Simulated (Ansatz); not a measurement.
Born–Oppenheimer molecular dynamics of BrF2H5Si2 (10 atoms, charge 0, multiplicity 1). It starts at the highest image of a converged band, a first-order saddle point between two minima.

The calculation used RKS revPBE-D4/def2-SVP in Ansatz.

```
ensemble                      : NVE (velocity Verlet)
time step                     : 0.5 fs
steps asked                   : 200
starting velocities drawn for : 300 K
seed                          : 6227
```

First frame:

```xyz
10
Properties=species:S:1:pos:R:3
Si -0.276 -0.058 -0.270
F 0.080 -0.898 1.409
Si 2.051 0.106 -0.576
H 2.739 -1.175 -0.194
H 2.356 0.452 -2.007
H 2.542 1.216 0.314
F -0.714 1.333 -1.059
H -1.087 -1.170 -0.845
Br -2.107 0.691 1.543
H -0.901 -0.381 1.896
```

Task: How far do the bonds stretch over the last three quarters of this one trajectory? (Pairs bonded in most of those frames.)

Result: 
```tsv
bond	mean (Å)	spread (Å)	shortest	longest
Si1–Si3	2.382	0.037	2.34	2.46
Si1–F7	1.655	0.040	1.60	1.71
Si1–H8	1.498	0.009	1.48	1.52
Si1–Br9	2.563	0.100	2.31	2.64
F2–H10	1.066	0.113	0.89	1.36
Si3–H4	1.503	0.009	1.49	1.52
Si3–H5	1.508	0.020	1.48	1.54
Si3–H6	1.504	0.009	1.49	1.52
```

Pairs bonded in part of these frames only: Si1–F2 50 %, F2–H10 68 %, Br9–H10 55 %.

Mean temperature of the second half: 404 K. The conserved energy stayed within 0.22 meV per atom of its start (net change -0.13 meV per atom), so the integration is sound. The kinetic energy rose, since the run started high on the potential surface and went downhill. It ends in pieces (BrFH4Si2 + FH), so much of that is their flight and rotation, not heat. A run of 0.1 ps of so small a system gives no equilibrium averages. The orbitals stay closed-shell, which can raise the energy where a bond breaks towards radicals; this wasn't checked here.

Run time: 4.4 min on 4 threads of Arm Neoverse V2, on a shared host, peak memory 0.18 GiB.
